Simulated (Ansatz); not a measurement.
CrBr2. Total charge 0; quintet. Geometry relaxed at PBE-D4/def2-TZVP.

Cartesian coordinates in Å:
```
Cr 0.0001 0.0000 0.0001
Br -1.2444 1.7496 0.8960
Br 1.2444 -1.7496 -0.8961
```

Question: Estimate the harmonic wavenumbers at UKS PBE-D4/def2-TZVP (Ansatz, unscaled). Is this a minimum?

Answer: 30i, 73, 198, 384 cm⁻¹. No: 1 imaginary mode, a saddle point. Zero-point energy 3.9 kJ/mol. Hardware: 2 threads of Intel Xeon Platinum 8259CL on a shared host. Wall time 2.5 min.
